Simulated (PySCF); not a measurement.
PySCF job for SeCl3, SMILES Cl[Se](Cl)Cl, multiplicity 2, TDA-ωB97X/def2-SVPD. The structure is a stationary point at B3LYP-D3(BJ)/def2-SVP. The multiplicity is an assumed one; other spin states were not compared. The isomer is the one that the SMILES or the coordinates give; other isomers of the formula were not compared.

```python
import numpy as np
from pyscf import gto, scf, dft, tdscf

mol = gto.M(
    atom='''
    Se    0.28114158    0.28213534   -0.00000000
    Cl   -0.23961973    0.65622776    2.24141376
    Cl   -0.23961973    0.65622776   -2.24141376
    Cl   -0.08304370   -1.87672618   -0.00000000
    ''',
    basis='def2-SVPD',
    charge=0,
    spin=1,
    max_memory=1600,
    verbose=4,
)
mf = dft.UKS(mol, xc='wb97x').density_fit(auxbasis='def2-universal-jkfit')
mf.grids.level = 3
mf.conv_tol = 1e-9
mf.max_cycle = 100
mf.kernel()
fine, coarse = mf.grids, dft.Grids(mol).set(level=1).build(with_non0tab=True)
for _ in range(3):  # follow internal instabilities
    mf.grids = coarse
    mo, _, stable, _ = mf.stability(return_status=True, nroots=4)
    mf.grids = fine
    if stable:
        break
    mf.kernel(mf.make_rdm1(mo, mf.mo_occ))
mf.grids = dft.Grids(mol).set(level=1).build(with_non0tab=True)  # coarser grid for the response kernel
td = tdscf.TDA(mf)
td.nstates = 10
td.conv_tol = 1e-4
td.kernel(x0=td.get_init_guess(mf, 15))
td.analyze()
```

Program output:

```
PySCF version 2.14.0

[INPUT] verbose = 4
[INPUT] num. atoms = 4
[INPUT] num. electrons = 85
[INPUT] charge = 0
[INPUT] spin (= nelec alpha-beta = 2S) = 1
[INPUT] symmetry False subgroup None
[INPUT] Mole.unit = angstrom
[INPUT] Symbol           X                Y                Z      unit          X                Y                Z       unit  Magmom
[INPUT]  1 Se     0.281141580000   0.282135340000   0.000000000000 AA    0.531280588427   0.533158522661   0.000000000000 Bohr   0.0
[INPUT]  2 Cl    -0.239619730000   0.656227760000   2.241413760000 AA   -0.452815663742   1.240090741737   4.235658138232 Bohr   0.0
[INPUT]  3 Cl    -0.239619730000   0.656227760000  -2.241413760000 AA   -0.452815663742   1.240090741737  -4.235658138232 Bohr   0.0
[INPUT]  4 Cl    -0.083043700000  -1.876726180000   0.000000000000 AA   -0.156929849371  -3.546498491001   0.000000000000 Bohr   0.0

nuclear repulsion = 526.550055483721
number of shells = 48
number of NR pGTOs = 218
number of NR cGTOs = 122
basis = def2-SVPD
ecp = {}


[settings echo left out]
init E= -3780.62181972
  alpha nocc = 43  HOMO = -0.23213999318853  LUMO = -0.113593941542442
  beta  nocc = 42  HOMO = -0.360466935362814  LUMO = -0.232139993188533

WARN: HOMO -0.23213999318853 >= LUMO -0.232139993188533

cycle= 1 E= -3781.31868887018  delta_E= -0.697  |g|= 0.445  |ddm|= 1.71
  alpha nocc = 43  HOMO = -0.384865245842458  LUMO = -0.163689975959506
  beta  nocc = 42  HOMO = -0.403752349365919  LUMO = -0.212376696534121
  HOMO = -0.384865245842  LUMO = -0.212376696534  gap/eV = 4.69365
cycle= 2 E= -3781.29438520459  delta_E= 0.0243  |g|= 0.549  |ddm|= 1.19
  alpha nocc = 43  HOMO = -0.378857303488709  LUMO = -0.0764828404913875
  beta  nocc = 42  HOMO = -0.407244886267003  LUMO = -0.144594760196537
  HOMO = -0.378857303489  LUMO = -0.144594760197  gap/eV = 6.37461
cycle= 3 E= -3781.44137332153  delta_E= -0.147  |g|= 0.0254  |ddm|= 0.609
  alpha nocc = 43  HOMO = -0.376027916715  LUMO = -0.0618698774768314
  beta  nocc = 42  HOMO = -0.4050491793463  LUMO = -0.128179345514951
  HOMO = -0.376027916715  LUMO = -0.128179345515  gap/eV = 6.74430
cycle= 4 E= -3781.44234066271  delta_E= -0.000967  |g|= 0.0133  |ddm|= 0.0707
  alpha nocc = 43  HOMO = -0.377545430567195  LUMO = -0.062705438198857
  beta  nocc = 42  HOMO = -0.405510301519556  LUMO = -0.126796481944784
  HOMO = -0.377545430567  LUMO = -0.126796481945  gap/eV = 6.82323
cycle= 5 E= -3781.44269316896  delta_E= -0.000353  |g|= 0.00648  |ddm|= 0.0363
  alpha nocc = 43  HOMO = -0.379148605003126  LUMO = -0.0624123277900113
  beta  nocc = 42  HOMO = -0.406501564809909  LUMO = -0.126859797698843
  HOMO = -0.379148605003  LUMO = -0.126859797699  gap/eV = 6.86513
cycle= 6 E= -3781.44291971443  delta_E= -0.000227  |g|= 0.00411  |ddm|= 0.0392
  alpha nocc = 43  HOMO = -0.379078087522205  LUMO = -0.0619183967871648
  beta  nocc = 42  HOMO = -0.40626002906776  LUMO = -0.126038038442771
  HOMO = -0.379078087522  LUMO = -0.126038038443  gap/eV = 6.88557
cycle= 7 E= -3781.44302658093  delta_E= -0.000107  |g|= 0.00259  |ddm|= 0.0317
  alpha nocc = 43  HOMO = -0.379308810524979  LUMO = -0.0612916235021772
  beta  nocc = 42  HOMO = -0.406455000326744  LUMO = -0.125924071465644
  HOMO = -0.379308810525  LUMO = -0.125924071466  gap/eV = 6.89495
cycle= 8 E= -3781.44306575628  delta_E= -3.92e-05  |g|= 0.00106  |ddm|= 0.0234
  alpha nocc = 43  HOMO = -0.379293519796429  LUMO = -0.0610645808573489
  beta  nocc = 42  HOMO = -0.406320396689829  LUMO = -0.126025123541281
  HOMO = -0.379293519796  LUMO = -0.126025123541  gap/eV = 6.89178
cycle= 9 E= -3781.44307323282  delta_E= -7.48e-06  |g|= 0.000423  |ddm|= 0.0108
  alpha nocc = 43  HOMO = -0.379272398198597  LUMO = -0.0610016387347367
  beta  nocc = 42  HOMO = -0.406231446022772  LUMO = -0.126058550352607
  HOMO = -0.379272398199  LUMO = -0.126058550353  gap/eV = 6.89030
cycle= 10 E= -3781.44307405609  delta_E= -8.23e-07  |g|= 0.00018  |ddm|= 0.0028
  alpha nocc = 43  HOMO = -0.379280543142662  LUMO = -0.0609906145235528
  beta  nocc = 42  HOMO = -0.406221834404529  LUMO = -0.126054692860511
  HOMO = -0.379280543143  LUMO = -0.126054692861  gap/eV = 6.89063
cycle= 11 E= -3781.4430742168  delta_E= -1.61e-07  |g|= 7.67e-05  |ddm|= 0.00142
  alpha nocc = 43  HOMO = -0.379289034082918  LUMO = -0.0610049465661531
  beta  nocc = 42  HOMO = -0.406217126130508  LUMO = -0.12605564415553
  HOMO = -0.379289034083  LUMO = -0.126055644156  gap/eV = 6.89083
cycle= 12 E= -3781.44307424456  delta_E= -2.78e-08  |g|= 3.92e-05  |ddm|= 0.00045
  alpha nocc = 43  HOMO = -0.379285778178829  LUMO = -0.060998786080285
  beta  nocc = 42  HOMO = -0.406210764504568  LUMO = -0.126053423205217
  HOMO = -0.379285778179  LUMO = -0.126053423205  gap/eV = 6.89080
cycle= 13 E= -3781.44307425306  delta_E= -8.5e-09  |g|= 2.34e-05  |ddm|= 0.000279
  alpha nocc = 43  HOMO = -0.379288004572589  LUMO = -0.0610042565263909
  beta  nocc = 42  HOMO = -0.406211239505277  LUMO = -0.126053733672885
  HOMO = -0.379288004573  LUMO = -0.126053733673  gap/eV = 6.89086
cycle= 14 E= -3781.44307425593  delta_E= -2.87e-09  |g|= 9.81e-06  |ddm|= 0.000185
  alpha nocc = 43  HOMO = -0.37928712359847  LUMO = -0.0610016621907334
  beta  nocc = 42  HOMO = -0.406210823407542  LUMO = -0.12605347386647
  HOMO = -0.379287123598  LUMO = -0.126053473866  gap/eV = 6.89084
cycle= 15 E= -3781.44307425638  delta_E= -4.51e-10  |g|= 4.14e-06  |ddm|= 8.76e-05
  alpha nocc = 43  HOMO = -0.379286837950612  LUMO = -0.061002245637404
  beta  nocc = 42  HOMO = -0.406210477405361  LUMO = -0.126053483566362
  HOMO = -0.379286837951  LUMO = -0.126053483566  gap/eV = 6.89083
Extra cycle  E= -3781.44307425643  delta_E= -4.55e-11  |g|= 2.95e-06  |ddm|= 1.49e-05
converged SCF energy = -3781.44307425643  <S^2> = 0.76089352  2S+1 = 2.010864
tot grids = 26280
uhf_internal: lowest eigs of H = [0.13953716 0.17535216 0.1812894  0.2017352 ]
<class 'pyscf.df.df_jk.DFUKS'> wavefunction is stable in the internal stability analysis
tot grids = 26280


******** <class 'pyscf.tdscf.uks.TDA'> for <class 'pyscf.df.df_jk.DFUKS'> ********
nstates = 10
deg_eia_thresh = 1.000e-03
wfnsym = None
conv_tol = 0.0001
eigh lindep = 1e-12
eigh level_shift = 0
eigh max_cycle = 100


Excitation energies (eV)
[2.09108286 2.58592203 2.82011396 2.87390164 2.9772814  3.50061544
 3.51906539 3.68331341 4.04438838 4.28115277]

** Excitation energies and oscillator strengths **
Excited State   1:      2.09108 eV    592.92 nm  f=0.0029
      38b ->   43b      0.12503
      42b ->   43b      0.97603
Excited State   2:      2.58592 eV    479.46 nm  f=0.0003
      38a ->   44a      0.21999
      42a ->   44a      0.19192
      43a ->   44a     -0.93702
Excited State   3:      2.82011 eV    439.64 nm  f=0.0028
      43a ->   45a      0.11864
      38b ->   45b     -0.10532
      39b ->   45b     -0.18221
      40b ->   43b      0.62108
      41b ->   43b     -0.72751
Excited State   4:      2.87390 eV    431.41 nm  f=0.0126
      43a ->   45a     -0.29707
      38b ->   45b      0.13589
      40b ->   43b      0.70819
      41b ->   43b      0.56741
      42b ->   45b      0.18266
Excited State   5:      2.97728 eV    416.43 nm  f=0.0014
      38b ->   43b     -0.29586
      39b ->   43b     -0.91741
      40b ->   45b      0.16533
      41b ->   45b     -0.13422
Excited State   6:      3.50062 eV    354.18 nm  f=0.0094
      40a ->   44a     -0.11701
      36b ->   43b      0.11358
      38b ->   43b     -0.87710
      39b ->   43b      0.27545
      41b ->   45b     -0.22323
      42b ->   43b      0.12527
Excited State   7:      3.51907 eV    352.32 nm  f=0.0193
      36a ->   45a     -0.11017
      42a ->   45a      0.12047
      43a ->   45a     -0.89991
      37b ->   43b      0.14254
      40b ->   43b     -0.10186
      41b ->   43b     -0.22132
      42b ->   45b     -0.22207
Excited State   8:      3.68331 eV    336.61 nm  f=0.0002
      38a ->   44a      0.15522
      42a ->   44a      0.46104
      43a ->   44a      0.21323
      34b ->   44b     -0.10624
      38b ->   44b     -0.20370
      39b ->   44b      0.10429
      42b ->   44b      0.78744
Excited State   9:      4.04439 eV    306.56 nm  f=0.0089
      37a ->   44a      0.14070
      40a ->   45a     -0.10679
      41a ->   44a      0.23627
      42a ->   45a      0.57847
      35b ->   43b      0.14056
      37b ->   43b     -0.52564
      37b ->   44b     -0.15900
      40b ->   43b     -0.13165
      40b ->   44b     -0.12820
      42b ->   45b      0.42078
Excited State  10:      4.28115 eV    289.60 nm  f=0.0004
      37a ->   44a     -0.39173
      41a ->   44a     -0.57239
      42a ->   45a      0.35028
      37b ->   44b      0.30802
      40b ->   44b      0.39085
      41b ->   44b     -0.17301
      42b ->   45b      0.25981

** Transition electric dipole moments (AU) **
state          X           Y           Z        Dip. S.      Osc.
  1         0.1699     -0.1648      0.0000      0.0560      0.0029
  2         0.0330      0.0623     -0.0000      0.0050      0.0003
  3         0.0000     -0.0000      0.2026      0.0411      0.0028
  4         0.0000     -0.0000     -0.4227      0.1786      0.0126
  5        -0.0193      0.1382     -0.0000      0.0195      0.0014
  6         0.1052     -0.3131     -0.0000      0.1091      0.0094
  7         0.0000     -0.0000      0.4732      0.2239      0.0193
  8         0.0054      0.0512      0.0000      0.0026      0.0002
  9         0.0000     -0.0000      0.2992      0.0895      0.0089
 10        -0.0000     -0.0000      0.0624      0.0039      0.0004

** Transition velocity dipole moments (imaginary part, AU) **
state          X           Y           Z        Dip. S.      Osc.
  1         0.0049      0.0113     -0.0000      0.0002      0.0013
  2        -0.0558     -0.0013      0.0000      0.0031      0.0219
  3        -0.0000     -0.0000     -0.0085      0.0001      0.0005
  4         0.0000     -0.0000      0.0194      0.0004      0.0024
  5        -0.0032      0.0304      0.0000      0.0009      0.0057
  6        -0.0180     -0.0066     -0.0000      0.0004      0.0019
  7        -0.0000     -0.0000      0.0347      0.0012      0.0062
  8         0.0252     -0.0017      0.0000      0.0006      0.0031
  9        -0.0000      0.0000      0.0234      0.0005      0.0025
 10        -0.0000     -0.0000      0.0083      0.0001      0.0003

** Transition magnetic dipole moments (imaginary part, AU) **
state          X           Y           Z
  1        -0.0000      0.0000      0.2587
  2        -0.0000     -0.0000      0.3450
  3         0.3787      0.0512     -0.0000
  4         0.1408     -0.1661     -0.0000
  5         0.0000     -0.0000      0.2474
  6        -0.0000      0.0000      0.0612
  7         0.0094     -0.1817      0.0000
  8        -0.0000     -0.0000     -0.1932
  9        -0.1386     -0.4450      0.0000
 10        -0.0919     -0.0562      0.0000
```

Self-consistency was reached.

Cost: roughly 3 core-minutes.
